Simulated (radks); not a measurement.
Species: Ar IV. Configuration: [Ne] 3s2 3p3 (the NIST ground configuration).

Method: scalar-relativistic Kohn-Sham, PBEsol, spin-unpolarised, spherical densities, finite nucleus; Fermi nuclear charge, rms radius 3.4274 fm; computed with a radial shooting solver on a logarithmic mesh with Libxc functionals.

Energy parts (eV):
total: -14293.624
kinetic: 14368.730
electron-nucleus: -33446.947
Hartree: 5564.302
exchange-correlation: -779.710

Orbitals (lengths in bohr, moments of r in powers of bohr; <r^-3> diverges for s and p1/2; r(90%) holds 90 % of the orbital's charge):
| orbital | occ. | eigenvalue (eV) | <r^2> | <r> | <r^-3> | r(90%) |
|---|---|---|---|---|---|---|
| 1s | 2 | -3165.358 | 0.009906 | 0.08581 | - | 0.153 |
| 2s | 2 | -344.5084 | 0.2031 | 0.4138 | - | 0.646 |
| 2p | 6 | -277.9181 | 0.1755 | 0.3759 | 127.2 | 0.622 |
| 3s | 2 | -65.4719 | 1.910 | 1.291 | - | 1.92 |
| 3p | 3 | -49.8759 | 2.263 | 1.396 | 14.22 | 2.11 |

The highest occupied level is 3p at -49.876 eV. Summed over all electrons, <r^2> = 12.09 bohr^2, which gives a Langevin (diamagnetic) susceptibility term of -9.57 x 10^-6 cm^3/mol.
